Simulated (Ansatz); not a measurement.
`CO[SiH](N)[SiH3]`, relaxed with RKS PBE0-D4/def2-TZVP in Ansatz 0.2.0 from a GFN2-xTB geometry. The force threshold is 0.005 eV/Å; the program also tests the step.

Total charge 0; spin multiplicity 1.

Start:

```xyz
14

C    -1.057    0.565    1.747
O    -0.478    1.255    0.687
Si    0.176    0.640   -0.674
N    -1.081   -0.133   -1.583
Si    1.758   -0.989   -0.304
H    -1.311    1.288    2.525
H    -1.966    0.049    1.427
H    -0.364   -0.175    2.159
H     0.625    1.934   -1.200
H    -0.849   -0.619   -2.433
H    -1.956    0.355   -1.702
H     2.668   -1.126   -1.448
H     2.611   -0.706    0.858
H     1.223   -2.336   -0.057
```

```csv
step,energy (eV),largest force (eV/Å),largest move (Å)
1,-20468.0604,1.060,0.000
2,-20468.1869,0.408,0.172
3,-20468.2105,0.281,0.068
4,-20468.2348,0.309,0.181
5,-20468.2445,0.372,0.102
6,-20468.2574,0.521,0.200
7 (rejected),-20468.2504,0.466,0.173
8,-20468.2721,0.149,0.085
9,-20468.2791,0.160,0.100
10 (rejected),-20468.2664,1.000,0.127
11,-20468.2829,0.077,0.064
12,-20468.2838,0.190,0.065
13,-20468.2855,0.072,0.055
14,-20468.2856,0.040,0.020
15,-20468.2861,0.022,0.010
16,-20468.2863,0.017,0.021
17,-20468.2865,0.036,0.035
18,-20468.2866,0.034,0.013
19,-20468.2868,0.026,0.026
20,-20468.2868,0.019,0.015
21,-20468.2868,0.009,0.011
22,-20468.2868,0.009,0.007
23,-20468.2868,0.004,0.004
```

End:

```xyz
14

C    -1.014    0.485    1.743
O    -0.452    1.310    0.753
Si    0.134    0.728   -0.675
N    -1.004    0.005   -1.727
Si    1.759   -0.926   -0.290
H    -1.255    1.102    2.611
H    -1.935    0.005    1.392
H    -0.316   -0.299    2.064
H     0.662    1.947   -1.333
H    -1.249   -0.969   -1.672
H    -1.691    0.540   -2.233
H     2.694   -1.014   -1.445
H     2.555   -0.653    0.939
H     1.114   -2.262   -0.127
```

Hardware: 2 threads of an AMD EPYC 7R13 on a shared host and a share of an NVIDIA H100 80 GB. Wall time 40 s, peak host memory 0.86 GiB.
